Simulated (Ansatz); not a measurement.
System: AlBr3, net charge 0, singlet state. 
Structure (B3LYP-D3(BJ)/def2-TZVP (Ansatz, a quantum-chemistry and plane-wave program) minimum search):
```
Al
Br 1 2.2383
Br 1 2.2383 2 120.00
Br 1 2.2383 2 120.00 3 -180.00
```
Charge 0, spin multiplicity 1.

Property: atomisation energy (electronic, to ground-state atoms), in kJ/mol. Cores are frozen in the correlated levels unless marked. Open shells are spin-unrestricted. Spin-orbit coupling is left out. Frozen are the shells of the preceding noble gas and the d and f shells that filled before the atom's block. No relativistic terms. The coupled-cluster limit lacks core correlation, which all-electron functionals hold. CBS(X,Y): correlation extrapolated as X^-3; Hartree-Fock from the larger set.

```json
[
 {"level": "HF/def2-SVP", "program": "Ansatz", "atomisation energy (kJ/mol)": "872.2", "minus last row": "-262.7"},
 {"level": "PBE-D3(BJ)/def2-TZVPD", "program": "Ansatz + dftd3", "atomisation energy (kJ/mol)": "1129.4", "minus last row": "-5.5"},
 {"level": "PBE-D4/def2-TZVPD", "program": "Ansatz + dftd4", "atomisation energy (kJ/mol)": "1131.5", "minus last row": "-3.4"},
 {"level": "MP2/def2-SVPD", "program": "Ansatz", "atomisation energy (kJ/mol)": "1100.9", "minus last row": "-34.0"},
 {"level": "MP2/def2-TZVPP", "program": "Ansatz", "atomisation energy (kJ/mol)": "1140.4", "minus last row": "5.5"},
 {"level": "SCS-MP2/STO-3G", "program": "Ansatz", "atomisation energy (kJ/mol)": "1324.5", "minus last row": "189.6"},
 {"level": "SCS-MP2/def2-TZVPP", "program": "Ansatz", "atomisation energy (kJ/mol)": "1097.7", "minus last row": "-37.2"},
 {"level": "CCSD/def2-QZVPP", "program": "Ansatz", "atomisation energy (kJ/mol)": "1085.0", "minus last row": "-49.9"},
 {"level": "CCSD(T)/def2-QZVPPD", "program": "Ansatz", "atomisation energy (kJ/mol)": "1113.6", "minus last row": "-21.3"},
 {"level": "CCSD(T)/CBS(def2-TZVPPD,def2-QZVPPD)", "program": "Ansatz", "atomisation energy (kJ/mol)": "1134.9", "minus last row": "0.0"}
]
```
